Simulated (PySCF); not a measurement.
**Working out the ionisation energy of Cu**

Cu [Ar] 3d10 4s1 (2S) → Cu⁺ [Ar] 3d10 (1S). Computed with PySCF 2.14 in def2-TZVPPD (6s6p4d2f1g, 67 functions), with no relativity, point nucleus. Frozen: [Ne]. Energies in hartree (1 hartree = 27.21139 eV):

| part | Cu (lower) | Cu⁺ (upper) |
| --- | --- | --- |
| UHF | -1638.923229 | -1638.686537 |
| CCSD correlation | -0.723949 | -0.696729 |
| (T) | -0.020176 | -0.015855 |

**Question.** What does Hartree-Fock give?

**Answer.** (-1638.686537) − (-1638.923229) = 0.236692 hartree = 6.441 eV.

**Question.** What do CCSD and CCSD(T) give?

**Answer.** The CCSD correlation energies differ by 0.027220 hartree = 0.741 eV and the triples by 0.004321 hartree = 0.118 eV, so CCSD gives 7.182 eV and CCSD(T) 7.300 eV.

Measured between the centres of the two terms (NIST): 7.726 eV, so CCSD(T) (valence and next inner shell) is off by -0.426 eV.

The calculation is non-relativistic.

What remains against the reference includes basis incompleteness, the frozen core and higher excitations.
